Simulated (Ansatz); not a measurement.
BClH (SMILES [BH]Cl) moved off its minimum; all values from Ansatz (a first-principles code), cores frozen in correlated methods. Open shells are unrestricted.
(charge 0, multiplicity 2)
```xyz
3

B     -1.13049     0.50620     0.09932
Cl     0.60839    -0.18158    -0.08576
H     -2.13636    -0.26799    -0.10705
```

Forces at PBE/def2-TZVPP (eV/Å):

```json
[
 {"atom": "B1", "Fx": "1.146", "Fy": "-1.867", "Fz": "-0.500"},
 {"atom": "Cl2", "Fx": "-2.335", "Fy": "0.934", "Fz": "0.251"},
 {"atom": "H3", "Fx": "1.189", "Fy": "0.933", "Fz": "0.249"}
]
```

Give the forces (eV/Å), the total energy and the dipole at CCSD(T)/aug-cc-pV(T+d)Z.


```json
[
 {"atom": "B1", "Fx": "1.022", "Fy": "-2.060", "Fz": "-0.552"},
 {"atom": "Cl2", "Fx": "-2.385", "Fy": "0.968", "Fz": "0.260"},
 {"atom": "H3", "Fx": "1.363", "Fy": "1.092", "Fz": "0.291"}
]
```
Energy -485.0568 hartree, dipole 0.86 D.
